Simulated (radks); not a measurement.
Task: These are the eigenvalues of the occupied orbitals of an atom or ion with whole-number occupations (eV). All-electron calculation, scalar-relativistic Kohn-Sham, PW91, spin-polarised, spherical densities, finite nucleus; Fermi nuclear charge, rms radius of each element as measured or else 0.836 A^(1/3) + 0.57 fm. Program: a radial shooting solver on a logarithmic mesh with Libxc functionals.

orbital  eigenvalue
1s up     -27460.95
1s down   -27437.80
2s up     -6335.465
2s down   -6295.660
2p up     -6063.456

Which element is it, and in what charge state? The configuration may be excited. Open shells, if any, are filled with parallel spins first.

Result: Z = 46, palladium, charge +40: Pd40+ in [He] 2s2 2p2. The list shows which subshells hold electrons but not how many an open one holds; the 1s level, -1009.2 hartree, gives Z - s = 44.9 by -(Z - s)^2/2, which with screening and relativity narrows Z to a few neighbours, and the depths of the outer levels then fix element, charge and occupations together.
